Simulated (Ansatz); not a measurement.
Ansatz (a first-principles code) input file for CH11NSi4, SMILES [SiH3]/N=C\[SiH]([SiH3])[SiH3], PBE/def2-SVPD. Geometry optimised at r2SCAN-D4/def2-SVP. The structure was generated by enumeration; whether it is a known compound was not checked. The values are those of a single conformer.

Ansatz 0.2 input:
```yaml
crystal:
  periodic: [false, false, false]
  atoms:
    - {symbol: Si, position_ang: [3.01172385, -0.64141289, -0.37948139]}
    - {symbol: N, position_ang: [1.67495894, -0.43375237, -1.50538679]}
    - {symbol: C, position_ang: [0.45275596, -0.16917373, -1.27031820]}
    - {symbol: Si, position_ang: [-0.41543787, 0.11006982, 0.42652690]}
    - {symbol: Si, position_ang: [-2.13684219, -1.47349044, 0.64759374]}
    - {symbol: Si, position_ang: [-1.36737850, 2.25802913, 0.42502204]}
    - {symbol: H, position_ang: [4.23708058, -0.94596524, -1.16526703]}
    - {symbol: H, position_ang: [3.24394255, 0.60929031, 0.40996128]}
    - {symbol: H, position_ang: [2.74836062, -1.77594840, 0.56127202]}
    - {symbol: H, position_ang: [-0.23038445, -0.08080825, -2.14916120]}
    - {symbol: H, position_ang: [0.58519197, -0.02985618, 1.53146760]}
    - {symbol: H, position_ang: [-2.92623583, -1.21872541, 1.89126506]}
    - {symbol: H, position_ang: [-3.04818086, -1.35346887, -0.53224367]}
    - {symbol: H, position_ang: [-1.58471655, -2.86125301, 0.69431004]}
    - {symbol: H, position_ang: [-0.31197063, 3.31095169, 0.32311388]}
    - {symbol: H, position_ang: [-2.16104647, 2.47975931, 1.67229311]}
    - {symbol: H, position_ang: [-2.28220355, 2.37259428, -0.75265253]}
basis:
  gaussian:
    orbitals: def2-SVPD
hamiltonian:
  xc: {name: PBE}
```

Output:

```
WARN ansatz: RAYON_NUM_THREADS=2 ignored (pool sized by the plan → 2); use --threads N
Functional definition: PBE
integrals: 0.23 GiB planned
1960 factors; their error is unknown
mean field: 1.30 GiB planned
mean field evaluation 1: about -34176.8422 eV, gradient 5.4e1 eV
mean field evaluation 2: about -34096.9734 eV, gradient 1.4e2 eV
mean field evaluation 4: about -34183.5304 eV, gradient 1.8e1 eV
mean field evaluation 8: about -34184.3201 eV, gradient 3.9e-1 eV
mean field evaluation 16: about -34184.2643 eV, gradient 8.7e-4 eV
mean field -34184.26425559 eV, -1256.2485404665 hartree, gradient 3.0e-5 eV, S^2 0.000000; 0 other end points of the search recorded, 0 dependent functions left out
reference -34184.26432516 eV, -1256.2485430230 hartree; 40, 40 occupied and 184, 184 virtual orbitals, 1960 factors
Total energy: -34184.26432516 eV, -1256.2485430230 hartree
```

The calculation finished and met its thresholds.

Cost: around 16 core-seconds (rough).
